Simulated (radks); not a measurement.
Task: The gold ion Au58+, 21 electrons, occupied as [Ar] 3d3 (the NIST ground configuration). Calculated with a radial shooting solver on a logarithmic mesh with Libxc functionals: Dirac Kohn-Sham, exchange-only PBE, spin-unpolarised, spherical densities, point nucleus; open shells fill j = l - 1/2 first. Some entries of the table are withheld. Estimate them.

| orbital | occ. | eigenvalue (eV) | r(max) (bohr) | <1/r> (bohr^-1) |
|---|---|---|---|---|
| 1s1/2 | 2 | -84781.60 | (1) | 95.85 |
| 2s1/2 | 2 | -18243.18 | 0.06020 | 23.70 |
| 2p1/2 | 2 | (2) | (3) | 23.61 |
| 2p3/2 | 4 | (4) | (5) | 19.26 |
| 3s1/2 | 2 | -6930.254 | 0.1646 | 9.215 |
| 3p1/2 | 2 | (6) | 0.1530 | 9.125 |
| 3p3/2 | 4 | (7) | 0.1664 | 7.968 |
| 3d3/2 | 3 | -5924.155 | 0.1278 | (8) |
| 3d5/2 | 0 | -5818.378 | 0.1315 | (9) |

Result: 
(1) 1s1/2 r(max) (bohr): 0.01041
(2) 2p1/2 eigenvalue (eV): -17690.23
(3) 2p1/2 r(max) (bohr): 0.04433
(4) 2p3/2 eigenvalue (eV): -15832.04
(5) 2p3/2 r(max) (bohr): 0.05163
(6) 3p1/2 eigenvalue (eV): -6709.933
(7) 3p3/2 eigenvalue (eV): -6243.378
(8) 3d3/2 <1/r> (bohr^-1): 7.838
(9) 3d5/2 <1/r> (bohr^-1): 7.574
